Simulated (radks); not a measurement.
The numbers below are computed, except where a source is named.
Tl15+, configuration [Kr] 4d10 4f14 5s2 5p4. Code: a radial shooting solver on a logarithmic mesh with Libxc functionals. Model: Dirac Kohn-Sham, PBE, spin-unpolarised, spherical densities, point nucleus; open shells are shared between the two j in proportion to 2j + 1.

Unscreened Slater integrals over Kohn-Sham orbitals (cm^-1). Large and small components are both included. Empty in this configuration: 5d3/2.

integral          value
F0(5p3/2,5p3/2)  213900
F2(5p3/2,5p3/2)  116420
F0(5p3/2,5p1/2)  220830
G2(5p3/2,5p1/2)  116850
F0(5p3/2,4f7/2)  260840
F2(5p3/2,4f7/2)   84784
G2(5p3/2,4f7/2)   29212
G4(5p3/2,4f7/2)   26108
F0(5p3/2,5s1/2)  225020
G1(5p3/2,5s1/2)  149100
F0(5p3/2,5d3/2)  203100
F2(5p3/2,5d3/2)  108650
G1(5p3/2,5d3/2)  137010
G3(5p3/2,5d3/2)   87279
F0(5p1/2,5p1/2)  228920
F0(5p1/2,4f7/2)  275860
G4(5p1/2,4f7/2)   31684
F0(5p1/2,5s1/2)  233790
G1(5p1/2,5s1/2)  162650
F0(5p1/2,5d3/2)  208690
G1(5p1/2,5d3/2)  132000
F0(4f7/2,4f7/2)  436160
F2(4f7/2,4f7/2)  220460
F4(4f7/2,4f7/2)  141250
F6(4f7/2,4f7/2)  102500
F0(4f7/2,5s1/2)  285430
G3(4f7/2,5s1/2)   37881
F0(4f7/2,5d3/2)  241360
F2(4f7/2,5d3/2)   71642
G3(4f7/2,5d3/2)   23601
G5(4f7/2,5d3/2)   19460
F0(5s1/2,5s1/2)  239090
F0(5s1/2,5d3/2)  212050
G2(5s1/2,5d3/2)   99117
F0(5d3/2,5d3/2)  194150
F2(5d3/2,5d3/2)  104350
